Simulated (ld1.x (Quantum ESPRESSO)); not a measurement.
**Logarithmic derivatives: phosphorus (P), TM**

* Element: P
* Generator: ld1.x (Quantum ESPRESSO) 7.5
* Type: norm-conserving Troullier–Martins (Kleinman–Bylander form)
* Functional: LDA (PZ)
* Relativity: non-relativistic
* Frozen core: [Ne]
* Valence charge: 5
* Reference configuration: 3s1 3p4
* Partial waves: 3s (bound): rc 1.25 bohr; 3p (bound): rc 1.65 bohr; 3d channel at 0.15 Ry: rc 1.70 bohr
* Local potential: all-electron potential smoothed inside 1.35 bohr (lloc = -2)
* Core correction: a·sin(br)/r model core, default radius (core density twice the valence density)

The phase is arctan(r·u′/u) with u = r·R(r), unwrapped; energies in Ry, scanned from -3 to 5 Ry. A pole is an energy at which the radial function vanishes at the test radius. The pseudo phase is shifted by a multiple of π to meet the all-electron one at the reference energy, and phase errors are pseudo minus all-electron; the curves can meet again beyond the range given. Levels narrower than the energy grid can be missing from the lists of poles.

```json
{"channel": "s", "radius (bohr)": "1.84", "reference energy (Ry)": "-1.08", "poles, all-electron": "2.05", "poles, pseudo": "1.70", "unbroken range about the reference energy with phases within 0.05 rad": "below 2.4", "phase error 1 Ry above the reference energy (rad)": "-0.007"}
{"channel": "p", "radius (bohr)": "1.84", "reference energy (Ry)": "-0.45", "poles, all-electron": "3.07", "poles, pseudo": "2.83", "unbroken range about the reference energy with phases within 0.05 rad": "below 4.5", "phase error 1 Ry above the reference energy (rad)": "-0.006"}
{"channel": "d", "radius (bohr)": "1.84", "reference energy (Ry)": "0.15", "poles, all-electron": "3.79", "poles, pseudo": "3.88", "unbroken range about the reference energy with phases within 0.05 rad": "the whole range", "phase error 1 Ry above the reference energy (rad)": "+0.003"}
```

Phases in the p channel:

| E (Ry) | all-electron | pseudo |
| --- | --- | --- |
| -3.00 | 1.166 | 1.163 |
| -2.52 | 1.107 | 1.104 |
| -2.04 | 1.020 | 1.016 |
| -1.56 | 0.879 | 0.876 |
| -1.08 | 0.627 | 0.625 |
| -0.60 | 0.153 | 0.153 |
| -0.12 | -0.495 | -0.497 |
| 0.36 | -0.958 | -0.964 |
| 0.84 | -1.205 | -1.213 |
| 1.32 | -1.345 | -1.355 |
| 1.80 | -1.434 | -1.447 |
| 2.28 | -1.497 | -1.512 |
| 2.76 | -1.545 | -1.564 |
| 3.24 | -1.584 | -1.608 |
| 3.72 | -1.618 | -1.649 |
| 4.20 | -1.649 | -1.690 |
| 4.68 | -1.680 | -1.734 |
